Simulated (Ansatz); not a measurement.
Naphthyltetrahydrothiophenium benzoate, `CCCCOc1ccc([S+]2CCCC2)c2ccccc12.O=C([O-])c1ccccc1`. Total charge 0; singlet. Geometry PBE-D4/def2-SVP; atoms count from 1.

Cartesian coordinates in Å:
```
C 4.276 5.244 2.484
C 3.182 4.385 1.851
C 1.844 4.471 2.592
C 0.751 3.600 1.993
O 1.149 2.235 2.116
C 0.367 1.266 1.585
C -0.845 1.498 0.935
C -1.596 0.413 0.424
C -1.140 -0.886 0.548
S -2.096 -2.300 -0.025
C -3.731 -1.652 -0.595
C -4.669 -1.542 0.599
C -4.361 -2.735 1.513
C -2.848 -2.742 1.705
C 0.117 -1.173 1.173
C 0.660 -2.487 1.272
C 1.864 -2.710 1.922
C 2.585 -1.631 2.493
C 2.100 -0.336 2.386
C 0.868 -0.076 1.725
H 3.991 6.317 2.504
H 4.475 4.937 3.532
H 5.231 5.164 1.927
H 3.029 4.688 0.791
H 3.505 3.322 1.816
H 1.476 5.520 2.597
H 1.980 4.185 3.659
H 0.596 3.849 0.917
H -0.220 3.756 2.518
H -1.236 2.515 0.810
H -2.547 0.632 -0.080
H -3.531 -0.733 -1.171
H -4.042 -2.421 -1.330
H -4.484 -0.592 1.144
H -5.725 -1.528 0.261
H -4.694 -3.676 1.024
H -4.896 -2.671 2.483
H -2.425 -3.725 1.988
H -2.509 -1.979 2.431
H 0.147 -3.313 0.759
H 2.273 -3.730 1.973
H 3.539 -1.820 3.007
H 2.656 0.513 2.806
O 0.311 -2.754 -1.686
C -0.411 -2.062 -2.430
O -1.562 -1.559 -2.112
C 0.063 -1.746 -3.840
C 1.309 -2.239 -4.270
C 1.771 -1.965 -5.565
C 0.990 -1.193 -6.442
C -0.255 -0.698 -6.018
C -0.716 -0.974 -4.722
H 1.891 -2.838 -3.553
H 2.747 -2.353 -5.896
H 1.352 -0.977 -7.460
H -0.869 -0.094 -6.705
H -1.686 -0.599 -4.364
```

Single mean-field runs in def2-SVP are fitted with def2-universal-jkfit.

Q: Estimate the Mulliken populations of the heavy atoms from the PBE0/def2-SVP orbitals of Ansatz.

A: 
```csv
atom,charge (e)
C1,-0.08
C2,-0.13
C3,-0.07
C4,0.13
O5,-0.35
C6,0.24
C7,-0.14
C8,0.02
C9,-0.06
S10,0.17
C11,-0.08
C12,-0.06
C13,-0.08
C14,-0.13
C15,0.06
C16,-0.01
C17,-0.02
C18,-0.01
C19,-0.02
C20,-0.04
O44,-0.36
C45,0.30
O46,-0.48
C47,-0.12
C48,-0.01
C49,-0.03
C50,-0.02
C51,-0.03
C52,0.00
```
Mulliken values depend strongly on the basis.

Q: And the Mayer bond orders between heavy atoms (over 0.3)?

A: C1–C2 1.09 (1.53 Å); C2–C3 1.06 (1.53 Å); C3–C4 1.07 (1.52 Å); C4–O5 0.92 (1.43 Å); O5–C6 1.16 (1.35 Å); C6–C7 1.39 (1.39 Å); C6–C20 1.21 (1.44 Å); C7–C8 1.26 (1.42 Å); C8–C9 1.50 (1.38 Å); C9–S10 0.90 (1.80 Å); C9–C15 1.26 (1.43 Å); S10–C11 0.92 (1.85 Å); S10–C14 0.82 (1.94 Å); C11–C12 1.03 (1.52 Å); C12–C13 1.04 (1.53 Å); C13–C14 1.05 (1.53 Å); C15–C16 1.29 (1.42 Å); C15–C20 1.30 (1.44 Å); C16–C17 1.51 (1.39 Å); C17–C18 1.27 (1.42 Å); C18–C19 1.47 (1.39 Å); C19–C20 1.29 (1.42 Å); O44–C45 1.89 (1.25 Å); C45–O46 1.48 (1.30 Å); C45–C47 0.91 (1.52 Å); C47–C48 1.41 (1.41 Å); C47–C52 1.40 (1.41 Å); C48–C49 1.37 (1.40 Å); C49–C50 1.39 (1.41 Å); C50–C51 1.39 (1.41 Å); C51–C52 1.38 (1.40 Å).
